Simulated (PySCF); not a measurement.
# Strontium: highly charged ions in a basis for the neutral atom

Sr²¹⁺ [Ne] 3s2 3p5, Sr²²⁺ [Ne] 3s2 3p4. Computed with PySCF 2.14 in Sapporo-DKH3-DZP-2012 (7s6p2d, 35 functions), with scalar relativity by spin-free X2C-1e. No spin-orbit coupling, so a gap to NIST mixes the basis error with missing relativistic terms.

Changed run: basis of the neutral atom used for a highly charged ion. This setting is unsound on purpose.

```
species  method  sound run (hartree)  changed run (hartree)  converged
  Sr²¹⁺     UHF              not run            -2912.20901        yes
  Sr²¹⁺    BP86              not run            -2913.43598        yes
  Sr²¹⁺     LDA              not run            -2908.77381        yes
  Sr²²⁺     UHF              not run            -2875.85713        yes
  Sr²²⁺    BP86              not run            -2876.99400        yes
  Sr²²⁺     LDA              not run            -2872.34726        yes
```

Ionisation energy of Sr²¹⁺:

```tsv
method	changed run (eV)	NIST (eV)
UHF	989.18	982.1 ± 1.1
BP86	991.64	982.1 ± 1.1
LDA	991.22	982.1 ± 1.1
```

The contracted functions were made for the neutral atom and can be too rigid for a highly charged ion.
